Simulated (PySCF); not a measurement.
# Löwdin shares of the frontier orbitals

Compound: C5H11As.
Atom-mapped SMILES: `[CH3:1][C@@H:2]1[CH2:3][CH2:4][CH2:5][AsH:6]1` (hydrogens: H7, H8, H9 on C1; H10 on C2; H11, H12 on C3; H13, H14 on C4; H15, H16 on C5; H17 on As6)

Level of theory: TDDFT CAM-B3LYP/def2-SVPD, vertical, gas phase, core orbitals frozen in the response (PySCF 2.14.0, density-fitted response routines). The structure is a single PBE0-D3(BJ)/def2-SVP conformer in the gas phase; no vibrational or solvent corrections. The CAM-B3LYP/def2-SVPD calculation is non-relativistic and has no spin–orbit coupling, an omission that weighs most on arsenic.

Kohn–Sham orbitals with the atoms that hold most of them (Löwdin shares over 4%, at most four atoms; ? is withheld):

| orbital | ε (eV) | atoms |
| --- | --- | --- |
| HOMO-3 | -10.66 | C3 19%, C4 16%, C2 14%, H11 11% |
| HOMO-2 | -10.13 | As6 28%, H17 22%, C5 15%, C2 9% |
| HOMO-1 | -9.39 | ? |
| HOMO | -8.01 | As6 60%, C2 12%, C5 8%, H17 7% |
| LUMO | 1.12 | ? |
| LUMO+1 | 1.31 | As6 31%, C5 11%, C1 9%, C2 9% |
| LUMO+2 | 1.90 | As6 16%, H11 12%, C1 10%, H12 9% |

Task: Give the leading atoms of the HOMO-1.

Result: As6 (bonded to 2 C and H) 26%; C2 (bonded to As, 2 C and H) 20%; C5 (bonded to As, C and 2 H) 19%; C1 (bonded to C and 3 H) 9%. By element: carbon 48% or more, arsenic 26%.

Task: Which atoms hold the LUMO, and with what shares?

Result: As6 (bonded to 2 C and H) 23%; H17 (bonded to As) 11%; C5 (bonded to As, C and 2 H) 9%; C4 (bonded to 2 C and 2 H) 7%. By element: arsenic 23%, carbon 15% or more, hydrogen 11% or more.

Task: The HOMO–LUMO gap is 9.12 eV. Where does the response calculation put the lowest singlet, and from which orbitals?

Result: S1 is at 6.03 eV (f = 0.041), 3.09 eV below the gap, made of HOMO→LUMO (77%), HOMO→LUMO+1 (9%). 

Task: Give energy, strength and leading configuration of S1, S2 and S4, and follow the Löwdin shares of the leading atoms from the occupied to the empty orbital.

Result: 
- S1 (6.03 eV, f 0.041), HOMO→LUMO (77%): As6 60% → 23%, C2 12% → at most 7%, H17 7% → 11%
- S2 (6.16 eV, f 0.089), HOMO→LUMO+1 (78%): As6 60% → 31%, C2 12% → 9%, C5 8% → 11%
- S4 (7.29 eV, f 0.0061), HOMO-1→LUMO (76%): As6 26% → 23%, C2 20% → at most 7%, H17 at most 10% → 11%

Löwdin shares depend on the basis, the more so with diffuse functions.

Time: 72 s. Hardware: one thread of an x86-64 server, on a shared host.
